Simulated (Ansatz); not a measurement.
`CC[Si]N` and `CC[SiH]` differ in one atom or group.

Ansatz, PBE0-D4/def2-TZVP geometries, multiplicity 1. Each molecule was computed in one conformer, which needn't be the lowest.

```
                                          property  `CC[Si]N`
size of the dipole moment (ωB97M-V/def2-TZVPP) / D       1.82
              HOMO–LUMO gap (PBE0/def2-TZVPP) / eV       4.94
                LUMO energy (PBE0/def2-TZVPP) / eV      -0.99
               HOMO–LUMO gap (PBE/def2-TZVPP) / eV       3.06
               HOMO energy (B3LYP/def2-TZVPP) / eV      -5.76
               LUMO energy (B3LYP/def2-TZVPP) / eV      -1.17
```

Q: Give the same properties after the change, and the shifts. (Best estimate.)

A: Ansatz gave: 
```tsv
property	`CC[SiH]`	shift
size of the dipole moment (ωB97M-V/def2-TZVPP) / D	1.06	-0.76
HOMO–LUMO gap (PBE0/def2-TZVPP) / eV	3.78	-1.16
LUMO energy (PBE0/def2-TZVPP) / eV	-2.46	-1.47
HOMO–LUMO gap (PBE/def2-TZVPP) / eV	1.86	-1.20
HOMO energy (B3LYP/def2-TZVPP) / eV	-6.08	-0.32
LUMO energy (B3LYP/def2-TZVPP) / eV	-2.66	-1.49
```

With PBE0 the HOMO falls by 0.32 eV and the LUMO falls by 1.47 eV, so the gap narrows by about 1.15 eV. PBE moves the HOMO by -0.33 eV and ωB97M-V by -0.31 eV. The zero-point energy changes by -54.9 kJ/mol with -6 modes. Dipoles are sizes alone; their direction can turn.

B3LYP here is the variant with VWN-RPA as its local correlation; programs differ in this.
